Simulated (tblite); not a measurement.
C3H6Cl2F2Si.
Atom-mapped SMILES: `[F:1][CH2:2][C@H:3]([SiH2:4][F:5])[CH:6]([Cl:7])[Cl:8]` (hydrogens: H9, H10 on C2; H11 on C3; H12, H13 on Si4; H14 on C6)

Computed with GFN2-xTB (tblite), gas phase: L-BFGS steps from a force-field or distance-geometry start until the largest atomic force falls under 0.01 eV/Å.

Step 17: E = -812.1845 eV
```
atom  x, y, z in Å  |  force x, y, z in eV/Å
F1     -0.2163    2.3917    0.4386    0.016   0.016   0.001
C2     -0.8492    1.2539    0.0068    0.012   0.007  -0.014
C3     -0.0396    0.0336    0.4334    0.038  -0.014   0.001
Si4     1.7093    0.0475   -0.3591    0.042   0.015  -0.034
F5      2.3498   -1.3790    0.0354   -0.036   0.025   0.033
C6     -0.7793   -1.2491    0.1407   -0.025  -0.022   0.013
Cl7    -2.2600   -1.3966    1.1400   -0.020   0.004  -0.018
Cl8    -1.2399   -1.3464   -1.5696    0.011  -0.029  -0.061
H9     -0.9174    1.3267   -1.0817   -0.025   0.015  -0.024
H10    -1.8544    1.2601    0.4407    0.022  -0.014   0.053
H11     0.0821    0.0902    1.5210   -0.020  -0.006   0.022
H12     2.5252    1.0591    0.2873   -0.006  -0.030  -0.030
H13     1.6649    0.0400   -1.8104   -0.023   0.030   0.021
H14    -0.1759   -2.1322    0.3547    0.015   0.003   0.039
```

Step 18: E = -812.1852 eV
```
atom  x, y, z in Å  |  force x, y, z in eV/Å
F1     -0.2168    2.3941    0.4370    0.005  -0.010  -0.014
C2     -0.8499    1.2548    0.0074    0.023  -0.012  -0.008
C3     -0.0393    0.0339    0.4340    0.064  -0.005   0.000
Si4     1.7120    0.0465   -0.3600   -0.015   0.011  -0.015
F5      2.3498   -1.3811    0.0356   -0.036   0.039   0.028
C6     -0.7796   -1.2491    0.1413   -0.015  -0.006   0.002
Cl7    -2.2640   -1.3951    1.1363   -0.003   0.002  -0.026
Cl8    -1.2344   -1.3460   -1.5711    0.007  -0.033  -0.052
H9     -0.9208    1.3246   -1.0820   -0.026   0.024   0.010
H10    -1.8535    1.2591    0.4460    0.031  -0.004   0.035
H11     0.0831    0.0904    1.5221   -0.023  -0.006   0.004
H12     2.5257    1.0598    0.2863    0.000  -0.034  -0.030
H13     1.6629    0.0397   -1.8112   -0.015   0.027   0.023
H14    -0.1758   -2.1321    0.3560    0.002   0.008   0.044
```

Step 19: E = -812.1858 eV
```
atom  x, y, z in Å  |  force x, y, z in eV/Å
F1     -0.2171    2.3961    0.4352    0.000  -0.031  -0.026
C2     -0.8501    1.2553    0.0079    0.027  -0.026   0.003
C3     -0.0382    0.0340    0.4345    0.053   0.003  -0.003
Si4     1.7142    0.0460   -0.3612   -0.065   0.004   0.007
F5      2.3491   -1.3822    0.0364   -0.030   0.038   0.025
C6     -0.7800   -1.2491    0.1419    0.004   0.010  -0.016
Cl7    -2.2678   -1.3936    1.1322    0.013   0.003  -0.035
Cl8    -1.2291   -1.3463   -1.5734    0.008  -0.036  -0.027
H9     -0.9244    1.3231   -1.0822   -0.024   0.027   0.040
H10    -1.8520    1.2580    0.4517    0.040   0.003   0.016
H11     0.0834    0.0904    1.5232   -0.019  -0.006  -0.014
H12     2.5262    1.0598    0.2848    0.012  -0.026  -0.025
H13     1.6607    0.0398   -1.8116   -0.009   0.024   0.011
H14    -0.1757   -2.1317    0.3582   -0.012   0.011   0.044
```

**Question.** Estimate the geometry and energy of step 20. (The exact step hangs on the optimiser's Hessian estimate; all steps are aligned on step 19, rigid shifts and turns removed.)

**Answer.** E = -812.1866 eV, largest force 0.105 eV/Å
```
atom  x, y, z in Å  |  force x, y, z in eV/Å
F1     -0.2175    2.3980    0.4324    0.004  -0.043  -0.033
C2     -0.8499    1.2553    0.0088    0.023  -0.032   0.016
C3     -0.0361    0.0341    0.4352    0.012   0.007  -0.005
Si4     1.7159    0.0455   -0.3626   -0.101   0.000   0.028
F5      2.3477   -1.3828    0.0377   -0.020   0.030   0.021
C6     -0.7802   -1.2488    0.1424    0.027   0.022  -0.037
Cl7    -2.2722   -1.3915    1.1264    0.028   0.007  -0.042
Cl8    -1.2220   -1.3471   -1.5769    0.013  -0.038   0.007
H9     -0.9296    1.3216   -1.0815   -0.021   0.024   0.062
H10    -1.8493    1.2566    0.4591    0.045   0.007  -0.002
H11     0.0835    0.0903    1.5245   -0.010  -0.006  -0.029
H12     2.5270    1.0591    0.2824    0.027  -0.012  -0.017
H13     1.6579    0.0403   -1.8118   -0.003   0.021  -0.007
H14    -0.1758   -2.1310    0.3618   -0.026   0.013   0.038
```

The energy changes by -0.0008 eV. The first-order estimate −F·Δx gives -0.0010 eV and the mean of the old and new forces, exact on a quadratic surface, -0.0008 eV. The step makes an angle of 68° with the force vector and moves no atom by more than 0.008 Å.

What follows is the cost of the whole relaxation. Time: 0.69 s. Hardware: an Arm Neoverse V1 with one thread, no GPU, shared host with 32 logical CPUs at a one-minute load of 28.
